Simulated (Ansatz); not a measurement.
Geometry optimisation, RKS PBE0/def2-SVP in Ansatz.

input.yaml

```yaml
crystal:
  periodic: [false, false, false]
  atoms:
    - { symbol: O, position_ang: [-1.27393, -0.03858, -1.64104] }
    - { symbol: Si, position_ang: [-0.0211, 0.80399, -1.52219] }
    - { symbol: Si, position_ang: [0.84614, 0.2969, 0.6033] }
    - { symbol: O, position_ang: [-0.57348, -0.90792, 0.798] }
    - { symbol: H, position_ang: [0.60163, 1.73948, -2.43501] }
    - { symbol: H, position_ang: [0.56918, 1.1208, 1.77721] }
    - { symbol: H, position_ang: [1.92461, -0.66064, 0.82739] }
    - { symbol: H, position_ang: [-1.20249, -0.92794, 0.03133] }
    - { symbol: H, position_ang: [-0.87056, -1.42608, 1.56101] }
total_charge: 1
basis:
  gaussian: { orbitals: def2-SVP }
hamiltonian:
  xc: pbe0
relax:
  f_tol: 0.015
  max_steps: 40
```

Launched with:

```bash
$ ansatz run input.yaml --threads 1 --pin off --max-ram 2048MiB --backend cpu --events-out ev --progress --plain --runs-dir out
```

Where does it end, and by what steps?

The run converged. Limits of this set-up: the dipole of an ion depends on the origin. After 12 steps the energy has fallen by 1.241 eV; H8 moved furthest, 1.13 Å. Parted: O4–H8. Joined: O1–H8.

```tsv
step	energy less start (eV)	largest force component (eV/Å)	accepted
0	0.0000	1.256	yes
1	-0.1744	0.912	yes
2	-0.3022	0.564	yes
3	-0.4575	1.253	yes
4	-0.6617	2.360	yes
5	-1.0346	0.795	yes
6	-1.1616	0.580	yes
7	-1.2121	0.323	yes
8	-1.1876	1.476	no
9	-1.2295	0.218	yes
10	-1.2396	0.125	yes
11	-1.2409	0.082	yes
12	-1.2412	0.009	yes
```

```xyz
9
Properties=species:S:1:pos:R:3
O -1.293 -0.061 -1.653
Si 0.058 0.724 -1.274
Si 0.776 0.089 0.903
O -0.528 -0.934 1.008
H 0.474 1.619 -2.379
H 0.745 1.281 1.787
H 2.108 -0.558 0.802
H -1.638 -0.675 -0.978
H -0.701 -1.484 1.783
```

Whether the end is a true minimum wasn't checked by a vibrational analysis.

Run time: 37 s on 1 CPU thread of a shared host.
